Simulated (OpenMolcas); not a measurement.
## Sn I: from CASSCF to CASPT2

- Program: OpenMolcas
- Basis: ANO-RCC-VDZP [6s5p3d1f]
- Scalar Hamiltonian: DKH2, point nucleus
- Active space: 4 electrons in 4 orbitals (5s 5p)
- State averaging: 2S+1 = 3 even, 3 roots; 2S+1 = 1 even, 6 roots; 2S+1 = 5 odd, 1 root; 2S+1 = 3 odd, 5 roots
- Spin-orbit coupling: RASSI with atomic mean-field integrals over the reference wave functions, term energies averaged over their components

Methods on the same reference wave functions:
A. CASSCF
B. SS-CASPT2, IPEA 0.25 Eh, imaginary shift 0.1 Eh (closed shells correlated: 4d)

Energies in cm-1 above 5s2 5p2 3P0, the measured ground level; measured values from NIST Handbook of Basic Atomic Spectroscopic Data.

```csv
Level,A,B,Measured
5s2 5p2 3P0,0.0,0.0,0.0
5s2 5p2 3P1,1481,1434,1692
5s2 5p2 3P2,3212,3130,3428
5s2 5p2 1D2,10428,9590,8613
5s2 5p2 1S0,17453,19280,17162
5s 5p3 5S* 2,28593,36330,39626
```

Deviations, from unrounded energies. A percentage is the sum of absolute deviations over the sum of measured energies, with the sign that they share, or ± where signs differ.

```tsv
Against measurement	Levels	A	B
mean absolute deviation (cm-1)	5	2700	1400
fine structure of the ground term (%)	2	-8.3	-10.9
other terms of the ground configuration (%)	2	+8.2	+12.0
other configurations (%)	1	-27.8	-8.3
```

B lies closest to measurement on these levels. The largest miss of B in the table is 5s 5p3 5S* 2, by -3300 cm-1. The ranking rests on the paired levels alone, and a cruder setting can come out closer through cancelling errors.

From A to B the spin-free energies of the other terms of 5s2 5p2 shown, above 3P, scale by factors of 0.89 to 1.13.

The lowest spin-free term lies below A's lowest term by 0.354 hartree in B.

Terms of s pⁿ other than that of highest spin mix with s² pⁿ⁻² d, which this space lacks; all of them can be thousands of cm-1 off, and some have no real level of that name. Computed and measured levels are paired by configuration, term and J; levels that our copy of the source lacks, or whose pairing is in doubt (as where it misses far off the trend of its configuration), stay unpaired and out of the deviations. Only configurations of the active space appear. The table leaves out levels that lie high or whose names do not pair safely across all columns.

* marks odd parity.
